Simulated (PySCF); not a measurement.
C2H9ClOSi2, SMILES CCO[SiH2][SiH2]Cl.

Coordinates come from a B3LYP-D3(BJ)/def2-SVP optimisation. The structure was generated by enumeration, and PubChem lists no compound with its InChIKey, so it may never have been made. One conformer was computed; it need not be the lowest.

Two levels are set side by side: TDA-PBE/def2-SVPD (PySCF) and TDA-B3LYP/def2-SVPD (PySCF). Vertical, same geometry. The lowest singlet is HOMO→LUMO 100 % with PBE and HOMO→LUMO 98 % with the other functional; states are paired by order. Differences are taken from unrounded values.

| quantity | TDA-B3LYP | TDA-PBE | TDA-PBE minus TDA-B3LYP |
|---|---|---|---|
| lowest singlet excitation (eV) | 5.87 | 5.11 | -0.77 |
| lowest triplet excitation (TDA) (eV) | 5.32 | 4.90 | -0.42 |

A lower first singlet is the usual sign of a functional without exact exchange. Differences between two approximate levels are no errors against the true value.

Rough cost on one machine, each run with all the roots and properties that it gave: TDA-B3LYP against TDA-PBE about 2 times.
